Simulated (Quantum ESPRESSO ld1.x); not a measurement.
Task: These are the eigenvalues of the occupied orbitals of an atom or ion with whole-number occupations (Ry). Calculated with ld1.x of Quantum ESPRESSO 7.5: scalar-relativistic Kohn-Sham, BLYP, spin-unpolarised, spherical densities, point nucleus.

| orbital | eigenvalue |
|---|---|
| 1s | -3812.35 |
| 2s | -632.041 |
| 2p | -561.624 |
| 3s | -140.233 |
| 3p | -118.523 |
| 3d | -90.2433 |
| 4s | -27.8298 |
| 4p | -20.6834 |
| 4d | -10.8804 |
| 5s | -3.57958 |
| 5p | -1.91286 |
| 6s | -0.32459 |
| 4f | -0.30962 |
| 6p | -0.11888 |

Which element is it, and in what charge state? The configuration may be excited.

Result: Z = 65, terbium, charge 0: Tb in [Xe] 4f9 6s1 6p1. The list shows which subshells hold electrons but not how many an open one holds; the 1s level, -1906.2 hartree, gives Z - s = 61.7 by -(Z - s)^2/2, which with screening and relativity narrows Z to a few neighbours, and the depths of the outer levels then fix element, charge and occupations together.
